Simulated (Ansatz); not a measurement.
Born–Oppenheimer molecular dynamics of Cl$_{2}$FHSi (5 atoms, charge 0, multiplicity 1). It starts from a relaxed structure.

The calculation used RKS PBE-D4/6-31G* in Ansatz 0.2.0.

```
ensemble                      : NVE (velocity Verlet)
time step                     : 1 fs
steps asked                   : 250
starting velocities drawn for : 300 K
masses                        : H 2.014 u
seed                          : 981295
```

First frame:

```xyz
5
Properties=species:S:1:pos:R:3
Si -0.015 0.000 -0.021
F -0.030 0.000 1.589
H 1.387 0.000 -0.509
Cl -0.986 1.680 -0.687
Cl -0.986 -1.680 -0.687
```

Task: How far do the bonds stretch over the last three quarters of this one trajectory? (Pairs bonded in most of those frames.)

Result: 
```tsv
bond	mean (Å)	spread (Å)	shortest	longest
Si1–F2	1.613	0.005	1.60	1.62
Si1–H3	1.487	0.028	1.44	1.53
Si1–Cl4	2.053	0.015	2.03	2.09
Si1–Cl5	2.055	0.018	2.02	2.09
```

Mean temperature of the second half: 155 K. The conserved energy stayed within 0.082 meV per atom of its start (net change 0.075 meV per atom), so the integration is sound. Over the second half the temperature averaged 0.52 of the 300 K drawn at the start: a run that starts near a minimum puts about half its kinetic energy into the potential. A run of 0.25 ps of so small a system gives no equilibrium averages.

The run took 4.1 min on 2 threads of Arm Neoverse V2, with other jobs on the host, peak memory 0.14 GiB.
